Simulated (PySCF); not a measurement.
These are PBE-D3(BJ)/def2-TZVP // B3LYP-D3(BJ)/def2-TZVP (PySCF) values and carry that method's errors. All species are isolated molecules in the gas phase. One relaxed conformer stands for a flexible species; it need not be the lowest. Delta-SCF ions had no search for a lower state. Excitations are Tamm–Dancoff values on a coarser integration grid. The basis has no diffuse functions, so Rydberg states are missing or too high.

Reference species (SMILES): `C1=CNC1` (neutral, multiplicity 1).

S1 excitation (TDA): 5.55 eV
LUMO: -0.34 eV
S1–T1 gap (TDA): 1.60 eV
vertical ionisation energy (Delta-SCF): 8.48 eV

Changed species: `C1=CC1N`.

**Question.** What does the change do to the S1 excitation (TDA), LUMO, S1–T1 gap (TDA) and vertical ionisation energy (Delta-SCF)?

**Answer.** the S1 excitation (TDA) drops by 1.31 eV, to 4.24 eV; the LUMO falls by 0.66 eV, to -1.00 eV; the S1–T1 gap (TDA) falls by 1.19 eV, to 0.41 eV; the vertical ionisation energy (Delta-SCF) rises by 0.11 eV, to 8.59 eV.
